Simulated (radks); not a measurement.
The nuclear charge of the copper ion Cu2+ is varied continuously with 27 electrons held in [Ar] 3d9. Method: Dirac Kohn-Sham, LDA (Slater exchange, Perdew-Wang correlation), spin-unpolarised, spherical densities, finite nucleus; open shells are shared between the two j in proportion to 2j + 1; Fermi nuclear charge, rms radius 3.8823 fm; computed with a radial shooting solver on a logarithmic mesh with Libxc functionals. By the Hellmann-Feynman theorem dE/dZ = E(electron-nucleus)/Z, the electronic potential at the nucleus (averaged over a nucleus of fixed radius).

Z      E (hartree)  E(electron-nucleus)/Z (hartree)   HOMO  e(HOMO) (eV)  <r> HOMO (bohr)
28     -1517.85489                         -130.205  3d5/2       -13.211            1.075
28.25  -1550.60293                         -131.778  3d5/2       -16.921            1.031
28.5   -1583.74385                         -133.348  3d5/2       -20.943           0.9913
28.75  -1617.27697                         -134.916  3d5/2       -25.261           0.9561
29     -1651.20175                         -136.482  3d5/2       -29.863           0.9244
29.25  -1685.51776                         -138.046  3d5/2       -34.737           0.8955
29.5   -1720.22465                         -139.609  3d5/2       -39.875           0.8690
29.75  -1755.32218                         -141.171  3d5/2       -45.267           0.8446
30     -1790.81016                         -142.733  3d5/2       -50.907           0.8219

The central difference of E at Z = 29 is -136.482 hartree, to compare with the third column; the second derivative is -6.26 hartree.
